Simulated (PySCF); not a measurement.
## Radial density of Sc (scandium, neutral)

UHF, [Ar] 3d1 4s2, 2D determinant. Computed with PySCF 2.14 in Sapporo-DKH3-DZP-2012 (6s5p3d1f, 43 functions), with the spin-free X2C one-electron Hamiltonian (Gaussian nucleus).

```
r (bohr)  4πr²ρ (e/bohr)  4πr²(ρα − ρβ)
0.000978         0.09963         0.0000
 0.00165          0.2540         0.0000
 0.00277          0.6468         0.0000
 0.00465           1.608         0.0000
 0.00783           3.796         0.0000
  0.0132           8.283         0.0001
  0.0221           15.68         0.0001
  0.0373           23.26         0.0000
  0.0627           23.86        -0.0009
   0.105           18.43        -0.0030
   0.177           23.05         0.0009
   0.298           23.90         0.0479
   0.502           8.519         0.2135
   0.844           8.705         0.4801
    1.42           5.218         0.5113
    2.39           1.035         0.2396
    4.01          0.5630         0.0368
    6.75         0.08701        -0.0064
    11.4        0.001175        -0.0002
```

Densities and radii are taken from the X2C orbitals without a picture-change correction, which distorts them close to the nucleus.

Where is the radial spin density 4πr²(ρα − ρβ) most negative, and why is it negative at all?

Around r = 6.75 bohr, down to -0.0064 e/bohr: exchange with the open shell polarises the paired shells in an unrestricted calculation.
